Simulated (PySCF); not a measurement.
Isomers of C5H15NSi2, mass 145.074 u with the commonest isotopes. The calculation used PBE0/pcSseg-1 in PySCF (dipole) on a GFN2-xTB geometry, gas phase. One conformer each, none proved a minimum here; rigid rotors.

Task: Order these by rotational constant A, smallest first.
A. `[CH3:1][CH2:2][NH:3][Si@H:4]1[CH2:5][Si@H:6]([CH3:7])[CH2:8]1` with C1–C2–N3–Si4 -80°, C2–N3–Si4–C5 -167°
B. `[CH2:1]=[CH:2][N:3]([CH3:4])[CH2:5][CH:6]([SiH3:7])[SiH3:8]` with C1–C2–N3–C4 6°, C2–N3–C5–C6 -93°, N3–C5–C6–Si7 -177°
C. `[CH2:1]=[CH:2][CH2:3][N:4]([SiH3:5])[SiH:6]([CH3:7])[CH3:8]` with C1–C2–C3–N4 -125°, C2–C3–N4–Si5 -86°, C3–N4–Si6–C7 35°

Result: C (1359 MHz), B (2246 MHz), A (4042 MHz).

Task: Order these by rotational constant B, smallest first.
A. `[CH2:1]=[CH:2][N:3]([CH3:4])[CH2:5][CH:6]([SiH3:7])[SiH3:8]` with C1–C2–N3–C4 6°, C2–N3–C5–C6 -93°, N3–C5–C6–Si7 -177°
B. `[CH3:1][CH2:2][NH:3][Si@H:4]1[CH2:5][Si@H:6]([CH3:7])[CH2:8]1` with C1–C2–N3–Si4 -80°, C2–N3–Si4–C5 -167°
C. `[CH2:1]=[CH:2][CH2:3][N:4]([SiH3:5])[SiH:6]([CH3:7])[CH3:8]` with C1–C2–C3–N4 -125°, C2–C3–N4–Si5 -86°, C3–N4–Si6–C7 35°

Result: B (627.6 MHz), A (803.2 MHz), C (1223 MHz).

Task: Order these by out-of-plane moment Σ m c² = (Ia + Ib − Ic)/2, smallest first.
A. `[CH3:1][CH2:2][NH:3][Si@H:4]1[CH2:5][Si@H:6]([CH3:7])[CH2:8]1` with C1–C2–N3–Si4 -80°, C2–N3–Si4–C5 -167°
B. `[CH2:1]=[CH:2][CH2:3][N:4]([SiH3:5])[SiH:6]([CH3:7])[CH3:8]` with C1–C2–C3–N4 -125°, C2–C3–N4–Si5 -86°, C3–N4–Si6–C7 35°
C. `[CH2:1]=[CH:2][N:3]([CH3:4])[CH2:5][CH:6]([SiH3:7])[SiH3:8]` with C1–C2–N3–C4 6°, C2–N3–C5–C6 -93°, N3–C5–C6–Si7 -177°

Result: A (49.73 u·Å²), C (55.58 u·Å²), B (100.06 u·Å²).

```tsv
SMILES	point group	Ia (u·Å²)	Ib (u·Å²)	Ic (u·Å²)	κ	μa (D)	μb (D)	μc (D)
C=CCN([SiH3])[SiH](C)C	C1	371.98	413.30	585.16	0.45	0.82	0.49	0.03
C=CN(C)CC([SiH3])[SiH3]	C1	224.98	629.20	743.01	-0.84	0.74	1.05	0.64
CCN[Si@H]1C[Si@H](C)C1	C1	125.04	805.30	830.87	-0.99	0.83	0.27	0.18
```
